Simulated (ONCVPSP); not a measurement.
**Varying the ONCV potential for cobalt (Co)**

Base potential:

```json
{"Element": "cobalt (Co)", "Generator": "ONCVPSP 4.0.1", "Type": "optimised norm-conserving Vanderbilt (ONCV)", "Functional": "PBE", "Relativity": "scalar-relativistic", "Frozen core": "[Ne] 3s2", "Valence charge": "15", "Reference configuration": "3p6 3d7 4s2", "Partial waves": "4s: rc 2.30 bohr, ncon 4, nbas 7, qcut 2.6 1/bohr, 3 projectors, debl 3.1 Ha; 3p: rc 1.00 bohr, ncon 4, nbas 8, qcut 14.7 1/bohr, 1 projector; 3d: rc 1.40 bohr, ncon 4, nbas 8, qcut 13 1/bohr, 2 projectors, debl 2.9 Ha; f scattering state at 0.09 Ha: rc 1.75 bohr, ncon 4, nbas 8, qcut 6.1 1/bohr, 1 projector", "Local potential": "polynomial inside 0.85 bohr (lpopt 5, dvloc0 0 Ha)", "Core correction": "Teter function fitted to the true core (icmod 2), fcfact 0.35"}
```

All-electron outer shells of the reference configuration (PBE, scalar-relativistic, ld1.x):

| shell | level (eV) | outermost node (bohr) | outermost maximum (bohr) |
| --- | --- | --- | --- |
| 3s | -102.40 | 0.31 | 0.66 |
| 3p | -65.64 | 0.28 | 0.68 |
| 3d | -8.20 | – | 0.66 |
| 4s | -5.47 | 0.96 | 2.32 |

Cutoffs, loose and tight: the cutoffs (Ha) at which the residual kinetic energy of the hardest occupied pseudo-wave falls to 1 and 0.1 mHa per electron. They do not see the model core or the augmentation charge, which bear on the density cutoff. Test errors are all-electron minus pseudo excitation energies from the reference, over the configurations 3p6 3d7 4s1; 3p6 3d7 4s0; 3p6 3d6 4s0; 3p6 3d8 4s0. A dash means not determined; rows that change the core or the reference have their own tests.

| change | outcome | cutoff, loose | cutoff, tight | bound ghosts | GHOST(+) flags above zero | largest test error (meV) |
| --- | --- | --- | --- | --- | --- | --- |
| base | generated | 58 Ha | 74 Ha | none | s, f | +68 |
| all radii but the core radius scaled by about 1.31 (s 3.02, p 1.32, d 1.84, f 2.30 bohr); local potential polynomial inside 1.12 bohr (lpopt 5, dvloc0 0 Ha) | failed: ERROR pspot: first pseudo wave function has node, program will stop | – | – | – | – | – |
| core correction polynomial model core, fcfact 0.6 | generated | 58 Ha | 74 Ha | none | s, f | -63 |
| core correction Teter function fitted to the true core (icmod 2), fcfact 0.2 | generated | 58 Ha | 74 Ha | none | s, f | -58 |
| fully relativistic | generated | 58 Ha | 74 Ha | none | s, f7/2, f5/2 | +73 |
| local potential polynomial inside 0.85 bohr (lpopt 5, dvloc0 5.5 Ha) | generated | 58 Ha | 74 Ha | none | s | +68 |
| p: rc 1.18 | generated | 58 Ha | 66 Ha | none | s, f | +69 |
| local potential polynomial inside 0.95 bohr (lpopt 5, dvloc0 4 Ha) | generated | 58 Ha | 74 Ha | none | s | +68 |

Problem. What comes out with this change to the base: d: rc 1.18?

Solution. outcome: generated; cutoff, loose: 67 Ha; cutoff, tight: 75 Ha; bound ghosts: none; GHOST(+) flags above zero: s, f; largest test error (meV): -68.
